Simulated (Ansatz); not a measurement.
Relaxation of BrH5O3Si (10 atoms, charge 0, multiplicity 1), to a largest force component of 0.03 eV/Å in at most 50 steps.

Computed with RKS LDA/def2-SVP in Ansatz 0.2.0.

```xyz
10
Properties=species:S:1:pos:R:3
Si -0.130 0.416 -0.381
H 1.037 1.032 0.227
O 0.095 -1.193 -0.644
O -1.308 0.821 0.690
O -0.468 1.039 -1.867
H 1.404 -0.057 1.759
Br 1.422 -1.440 2.302
H 0.435 -1.694 0.130
H -2.218 0.639 0.391
H -0.269 0.436 -2.607
```

Q: Where does it end, and by what steps?

A: It converged. After 10 steps the energy has fallen by 0.077 eV; Br7 moved furthest, 0.42 Å.

```tsv
step	energy less start (eV)	largest force component (eV/Å)	accepted
0	0.0000	0.872	yes
1	-0.0239	0.447	yes
2	-0.0585	0.329	yes
3	0.0816	1.557	no
4	-0.0667	0.071	yes
5	-0.0710	0.197	yes
6	-0.0739	0.090	yes
7	-0.0751	0.070	yes
8	-0.0768	0.053	yes
9	-0.0772	0.033	yes
10	-0.0773	0.019	yes
```

```xyz
10
Properties=species:S:1:pos:R:3
Si -0.244 0.383 -0.301
H 0.932 0.945 0.477
O -0.049 -1.235 -0.511
O -1.513 0.864 0.619
O -0.378 1.028 -1.808
H 1.495 -0.116 1.430
Br 1.801 -1.374 2.134
H 0.363 -1.718 0.243
H -2.401 0.754 0.232
H -0.005 0.469 -2.515
```

Whether the end is a true minimum wasn't checked by a vibrational analysis.

The run took 11 s on 2 threads of Intel(R) Xeon(R) Platinum 8488C (Sapphire Rapids) (shared host), peak memory 0.17 GiB.
